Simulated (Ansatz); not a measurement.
Basis sets compared for Si₅Mo₂⁺ (the lowest doublet isomer of a short search). The state is a doublet with charge 1. Geometry r2SCAN-D4/def2-SVP. Ansatz on 4 threads of Arm Neoverse V2 on a shared host; times are rough, and most runs start from earlier orbitals.

```tsv
atom	x (Å)	y (Å)	z (Å)
Mo1	1.361	-1.145	-0.166
Mo2	0.342	-0.882	-2.068
Si3	-1.302	-1.024	-0.304
Si4	0.018	-0.119	1.665
Si5	1.869	1.149	0.460
Si6	-2.039	0.874	1.027
Si7	-0.250	1.147	-0.613
```

In the def2 sets Mo takes a core potential; there is no spin–orbit coupling. At PBE0-D4/def2-SVP, PBE0-D4/def2-TZVP the charge 1 doublet is spin-contaminated (final ⟨S²⟩ up to 0.95, 0.75 for a pure state). No other spin state of charge 1 was run. The structure comes from a short search, and lower isomers may exist.

```tsv
level	functions	energy (Eh)	HOMO (eV)	LUMO (eV)	wall time
PBE-D4/def2-SVP	152	-1582.5187	-8.87	-8.39	9 s
PBE0-D4/def2-SVP	152	-1582.5089	-9.79	-7.70	14 s
```

Problem. Estimate the rows for PBE-D4/def2-TZVP (with forces), PBE0-D4/def2-TZVP.

Solution. 
```json
{"level": "PBE-D4/def2-TZVP (with forces)", "functions": "265", "energy (Eh)": "-1583.0742", "HOMO (eV)": "-8.75", "LUMO (eV)": "-8.27", "wall time": "18 s"}
{"level": "PBE0-D4/def2-TZVP", "functions": "265", "energy (Eh)": "-1583.0616", "HOMO (eV)": "-9.64", "LUMO (eV)": "-7.56", "wall time": "2 min"}
```
